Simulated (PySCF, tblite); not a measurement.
Isomers of C2H13FSSi4, one GFN2-xTB conformer each. Single-point energies are computed at PBE0/pcSseg-1 (PySCF, gas phase, no added dispersion term), electronic only.

```
                             SMILES  GFN2-xTB relative energy (kcal/mol)
     FC[Si]([SiH3])([SiH3])CS[SiH3]                                 35.0
F[C@@H]([SiH3])C[SiH2][SiH2]S[SiH3]                                  0.0
```

Conformers: `[F:1][CH2:2][Si:3]([SiH3:4])([SiH3:5])[CH2:6][S:7][SiH3:8]` with F1–C2–Si3–Si4 -176°, C2–Si3–C6–S7 -179°, Si3–C6–S7–Si8 180°; `[F:1][C@@H:2]([SiH3:3])[CH2:4][SiH2:5][SiH2:6][S:7][SiH3:8]` with F1–C2–C4–Si5 56°, C2–C4–Si5–Si6 -59°, C4–Si5–Si6–S7 -154°, Si5–Si6–S7–Si8 -67°.

Task: What does PBE0/pcSseg-1 give for the same structures?

Result: 
```tsv
SMILES	PBE0/pcSseg-1 E (Eh)	PBE0/pcSseg-1 (kcal/mol)	GFN2-xTB (kcal/mol)	point group
F[C@@H]([SiH3])C[SiH2][SiH2]S[SiH3]	-1739.15987	0.0	0.0	C1
FC[Si]([SiH3])([SiH3])CS[SiH3]	-1739.13130	17.9	35.0	C1
```

Both levels put the same isomer lowest. 

Task: Which frontier levels, dipoles and rotational constants go with these structures?

Result: 
```tsv
SMILES	HOMO (eV, PBE0/pcSseg-1)	LUMO (eV)	dipole (D)	A, B, C (MHz)
F[C@@H]([SiH3])C[SiH2][SiH2]S[SiH3]	-6.97	-0.53	3.41	2335, 292.5, 281.2
FC[Si]([SiH3])([SiH3])CS[SiH3]	-6.98	-0.75	1.44	914.5, 458.9, 418.0
```

Task: What happens when harmonic zero-point energies from GFN2-xTB frequencies are added?

Result: 
```json
{"SMILES": "F[C@@H]([SiH3])C[SiH2][SiH2]S[SiH3]", "ZPE (kcal/mol)": "81.5", "electronic (kcal/mol)": "0.0", "with ZPE (kcal/mol)": "0.0"}
{"SMILES": "FC[Si]([SiH3])([SiH3])CS[SiH3]", "ZPE (kcal/mol)": "81.4", "electronic (kcal/mol)": "17.9", "with ZPE (kcal/mol)": "17.8"}
```

The zero-point energies span 0.1 kcal/mol. The order is unchanged.

Task: As an exercise, what shares would exp(−E/RT) give at 2000 K from these electronic energies alone (no entropy, no degeneracies)?

Result: RT = 3.974 kcal/mol: F[C@@H]([SiH3])C[SiH2][SiH2]S[SiH3] 98.9 %, FC[Si]([SiH3])([SiH3])CS[SiH3] 1.1 %.
